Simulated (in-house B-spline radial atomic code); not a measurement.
Checks on a self-consistent run for neutral iridium, [Kr] 4d10 4f14 5s2 5p5 5d7 5f1 6s2. Computed with a B-spline radial code for spherical atoms: Dirac-Hartree-Fock, average of configuration, Fermi nucleus of rms radius 5.4032 fm.

```
orbital        q       ε (Eh)      <1/r>         <r²>  small-component weight
  1s1/2        2  -2815.88579    92.1335  0.000419547                0.085008
  2s1/2        2   -498.21915    22.5694   0.00635435                0.019417
  2p1/2        2   -476.26564    22.4858   0.00452848                0.019449
  2p3/2        4   -416.34032    18.5771     0.005717                0.017408
  3s1/2        2   -119.31478    8.29992     0.041231               0.0064693
  3p1/2        2   -109.52757    8.19913    0.0378055               0.0063964
  3p3/2        4    -96.21816    7.18912    0.0442233               0.0058176
  3d3/2        4    -80.10332     7.0662    0.0341797               0.0056739
  3d5/2        6    -77.25498    6.83205    0.0359371               0.0055133
  4s1/2        2    -27.13461    3.47908     0.202273                0.002135
  4p1/2        2    -22.96542     3.3641     0.208177               0.0020388
  4p3/2        4    -19.78114    3.03068     0.240232               0.0018357
  4d3/2        4    -12.95443    2.82121     0.257066               0.0016367
  4d5/2        6    -12.35435     2.7394     0.269033               0.0015779
  4f5/2        6     -3.59421    2.34473     0.335186               0.0012019
  4f7/2        8     -3.47321    2.31233     0.344502               0.0011773
  5s1/2        2     -4.64953    1.37185      1.08708              0.00049732
  5p1/2   1.6667     -3.28906    1.25164      1.29072              0.00042567
  5p3/2   3.3333     -2.76199    1.13457      1.51849              0.00036734
  5d3/2      2.8     -0.86377   0.843526      2.77977              0.00021019
  5d5/2      4.2     -0.81086    0.81279      2.97957              0.00019619
  5f5/2  0.42857     -0.03128  0.0627414      358.381               8.392e-07
  5f7/2  0.57143     -0.03128  0.0627479      358.339              8.3943e-07
  6s1/2        2     -0.56134   0.468855      8.29996              6.8119e-05
```

Electron-electron repulsion V_ee = 6586.2372 hartree.

Task: What total energy follows from the eigenvalues?

Result: The eigenvalues count the repulsion twice, so E = Σqε - V_ee = -11258.188 - 6586.237 = -17844.425 hartree; the run printed -17844.425.

Task: Does the Dirac virial theorem hold?

Result: For a point nucleus E = -2c²Σq·w, with w the small-component weight. Here Σq·w = 0.47497 and c = 137.0360, so the ratio E/(-2c²Σq·w) is 1.000319; the finite nucleus accounts for the departure from 1.

Task: What diamagnetic shielding (Lamb formula) and susceptibility (Langevin formula) do the radii give?

Result: σ = (α²/3)Σq<1/r> = 581.183/(3·137.036²) = 10316 ppm, and χ = -0.79199×10⁻⁶·Σq<r²> = -328.3×10⁻⁶ cm³/mol with Σq<r²> = 414.57 bohr². Both are non-relativistic formulas without the paramagnetism of open shells; for so heavy an element the full relativistic shielding is larger by tens of per cent.
